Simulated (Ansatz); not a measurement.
This triplet is an excited state, 0.99 eV above the relaxed singlet at the level frozen-core CCSD(T)/cc-pVTZ // PBE0-D3(BJ)/def2-SVP (Ansatz, a first-principles code).

Calculation: PBE0-D3(BJ)/def2-SVP (Ansatz). No frequencies were computed at this level.

Ansatz 0.2 input:
```yaml
crystal:
  periodic: [false, false, false]
  atoms:
    - { symbol: C, position_ang: [-0.599179, 0.037913, 0.010309] }
    - { symbol: Si, position_ang: [1.217585, 0.593816, -0.054374] }
    - { symbol: H, position_ang: [-0.833425, -0.605485, -0.835344] }
    - { symbol: H, position_ang: [-0.79795, -0.519744, 0.923398] }
    - { symbol: H, position_ang: [-1.271935, 0.888987, -0.017751] }
    - { symbol: H, position_ang: [2.284905, -0.395487, -0.026239] }
basis:
  gaussian: { orbitals: def2-svp }
hamiltonian:
  xc: pbe0
  dispersion: d3bj
relax:
  max_steps: 150
magnetization:
  spin_polarized: true
  initial_magnetization: 2
```

Output:

```
Functional definition: PBE0
552 factors; integrals over basis functions are off by at most 3.5e-4 eV
mean field evaluation 1: about -8965.1254 eV, gradient 2.8e1 eV
mean field evaluation 2: about -8962.8346 eV, gradient 3.3e1 eV
mean field evaluation 4: about -8969.1091 eV, gradient 3.4e-1 eV
mean field evaluation 8: about -8969.1139 eV, gradient 3.4e-2 eV
mean field evaluation 16: about -8969.1140 eV, gradient 4.1e-5 eV
mean field -8969.11395155 eV, -329.6088582358 hartree, gradient 4.1e-5 eV, S^2 2.002536; 0 other end points of the search recorded, 0 dependent functions left out
reference -8969.11397533 eV, -329.6088591094 hartree; 13, 11 occupied and 39, 41 virtual orbitals, 552 factors
relax step   1: F+E_penalty+E_count = -8969.18717348 eV  Δ(F+E_penalty+E_count) = +0.000e0 eV  max|allowed force component| = 7.327e-1 eV/Å  Δτ_max = 0.0000 Å  (25 SCF iters, accepted)
these checks for a lower state are left out or cut short: starts, cluster_reference, orbital_swaps, neighbouring_geometries, increment
552 factors; integrals over basis functions are off by at most 3.5e-4 eV
mean field -8969.14034113 eV, -329.6098280350 hartree, gradient 1.6e-5 eV, S^2 2.002468; 0 other end points of the search recorded, 0 dependent functions left out
reference -8969.14036488 eV, -329.6098289078 hartree; 13, 11 occupied and 39, 41 virtual orbitals, 552 factors
relax step   2: F+E_penalty+E_count = -8969.21358192 eV  Δ(F+E_penalty+E_count) = -2.641e-2 eV  max|allowed force component| = 2.325e-1 eV/Å  Δτ_max = 0.0192 Å  (25 SCF iters, accepted)
these checks for a lower state are left out or cut short: starts, cluster_reference, orbital_swaps, neighbouring_geometries, increment
552 factors; integrals over basis functions are off by at most 3.5e-4 eV
mean field -8969.14276272 eV, -329.6099170266 hartree, gradient 8.8e-6 eV, S^2 2.002458; 0 other end points of the search recorded, 0 dependent functions left out
reference -8969.14278646 eV, -329.6099178990 hartree; 13, 11 occupied and 39, 41 virtual orbitals, 552 factors
relax step   3: F+E_penalty+E_count = -8969.21595710 eV  Δ(F+E_penalty+E_count) = -2.375e-3 eV  max|allowed force component| = 3.402e-2 eV/Å  Δτ_max = 0.0128 Å  (24 SCF iters, accepted)
these checks for a lower state are left out or cut short: starts, cluster_reference, orbital_swaps, neighbouring_geometries, increment
552 factors; integrals over basis functions are off by at most 3.5e-4 eV
mean field -8969.14279622 eV, -329.6099182579 hartree, gradient 2.3e-5 eV, S^2 2.002455; 0 other end points of the search recorded, 0 dependent functions left out
reference -8969.14281997 eV, -329.6099191304 hartree; 13, 11 occupied and 39, 41 virtual orbitals, 552 factors
relax step   4: F+E_penalty+E_count = -8969.21599542 eV  Δ(F+E_penalty+E_count) = -3.832e-5 eV  max|allowed force component| = 1.123e-2 eV/Å  Δτ_max = 0.0019 Å  (20 SCF iters, accepted)
these checks for a lower state are left out or cut short: starts, cluster_reference, orbital_swaps, neighbouring_geometries, increment
552 factors; integrals over basis functions are off by at most 3.5e-4 eV
mean field evaluation 32: about -8969.1396 eV, gradient 4.0e-2 eV
mean field -8969.14280644 eV, -329.6099186335 hartree, gradient 2.7e-5 eV, S^2 2.002458; 0 other end points of the search recorded, 0 dependent functions left out
reference -8969.14283019 eV, -329.6099195060 hartree; 13, 11 occupied and 39, 41 virtual orbitals, 552 factors
relax step   5: F+E_penalty+E_count = -8969.21600204 eV  Δ(F+E_penalty+E_count) = -6.620e-6 eV  max|allowed force component| = 1.795e-3 eV/Å  Δτ_max = 0.0012 Å  (19 SCF iters, accepted)
552 factors; integrals over basis functions are off by at most 3.5e-4 eV
mean field -8969.14280644 eV, -329.6099186335 hartree, gradient 2.7e-5 eV, S^2 2.002458; 1 other end points of the search recorded, 0 dependent functions left out
reference -8969.14283019 eV, -329.6099195060 hartree; 13, 11 occupied and 39, 41 virtual orbitals, 552 factors
Total energy: -8969.21602578 eV, -329.6126093945 hartree
Atom 0 at    -0.598760     0.031690     0.010444 Å, force    -0.001795    -0.001559     0.000114 eV/Å
Atom 1 at     1.201671     0.609527    -0.054513 Å, force     0.000742     0.000579     0.000013 eV/Å
Atom 2 at    -0.834308    -0.611525    -0.852058 Å, force     0.000151     0.000447    -0.000048 eV/Å
Atom 3 at    -0.797654    -0.523793     0.940500 Å, force     0.000132     0.000479     0.000008 eV/Å
Atom 4 at    -1.270812     0.902312    -0.018413 Å, force     0.000568     0.000093    -0.000039 eV/Å
Atom 5 at     2.299865    -0.408212    -0.025961 Å, force     0.000201    -0.000039    -0.000048 eV/Å
Dipole moment:    -0.189039    -0.051690     0.006382 e Å
```

Cost: roughly 12 core-seconds.
